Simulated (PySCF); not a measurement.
C4H8O2Si3.
Atom-mapped SMILES: `[CH:1]#[C:2][Si@H:3]1[CH:4]=[C:5]([O:6][SiH3:7])[SiH2:8][O:9]1`

Structure used (GFN2-xTB), in Å, numbered top down from 1:
```
atom  x, y, z in Å
C1     3.634    1.916   -0.133
C2     2.872    1.051    0.209
Si3    1.697   -0.267    0.764
C4    -0.098    0.226    0.550
C5    -0.727   -0.513   -0.372
O6    -2.021   -0.380   -0.732
Si7   -3.207    0.628   -0.266
Si8    0.368   -1.832   -1.193
O9     1.722   -1.496   -0.344
H10    4.302    2.670   -0.439
H11    2.086   -0.866    2.037
H12   -0.611    1.011    1.086
H13   -2.856    2.023   -0.541
H14   -4.277    0.127   -1.114
H15   -3.494    0.486    1.164
H16   -0.029   -3.199   -0.875
H17    0.631   -1.573   -2.603
```

NICS is the negative of the GIAO shielding at a point without a nucleus: at the ring centre (0) and 1 Å above and below it (1); zz is the component along the ring normal. Level: GIAO PBE0/pcSseg-1 (PySCF, non-relativistic, gas phase) on the GFN2-xTB geometry, one conformer.

Ring bond lengths (Å), with Mayer bond orders in brackets: Si3–C4 1.874 (0.90), C4–C5 1.339 (1.80), C5–Si8 1.901 (0.85), Si8–O9 1.633 (0.95), O9–Si3 1.654 (0.93).

**Question.** What do the NICS probes read (ppm)?

**Answer.** 
```tsv
ring	type	NICS(0)	NICS(1), two faces	NICS(1)zz, two faces	rms pucker (Å)	centre to ring atoms, mean (Å)
Si3–C4–C5–Si8–O9	5-membered ring with O and 2 Si; formal bonds 1 double, 4 single	-4.8	-2.7 / -2.9	-1.0 / -2.0	0.01	1.43
```

**Question.** What can be read from them?

**Answer.** 
- Si3–C4–C5–Si8–O9: mean NICS(1)zz -1.5 ppm, near zero. Si3, Si8 have four or more neighbours, and the NICS criterion for π rings isn't applied.

**Question.** At the second NICS(1) probe listed for ring Si3–C4–C5–Si8–O9, 1 Å off the ring, what do the in-plane components average?

**Answer.** The isotropic value is a third of the trace: (3 × -2.9 − (-2.0))/2 = -3.3 ppm.

**Question.** What are the shieldings of the ring atoms and their hydrogens in the same run (means over atoms taken as equivalent)?

**Answer.** 
| atoms | environment | σ isotropic (ppm) | principal values of the symmetric part, first atom (ppm) |
| --- | --- | --- | --- |
| Si3 | oxygen-bound silicon | 374.5 | 326.5, 373.4, 423.5 |
| C4 | alkene CH carbon | 70.5 | -28.4, 78.2, 161.6 |
| C5 | vinylic carbon bearing oxygen | 1.6 | -112.9, 22.8, 94.8 |
| Si8 | oxygen-bound silicon | 375.9 | 335.3, 353.9, 438.6 |
| O9 | siloxane oxygen | 305.5 | 255.2, 316.9, 344.4 |
| H11 | Si–H hydrogen | 26.22 | 22.7, 24.0, 31.9 |
| H12 | vinylic hydrogen | 26.22 | 24.1, 25.5, 29.1 |
| H16 | Si–H hydrogen | 26.63 | 23.1, 24.6, 32.1 |
| H17 | Si–H hydrogen | 26.57 | 23.2, 24.7, 31.8 |
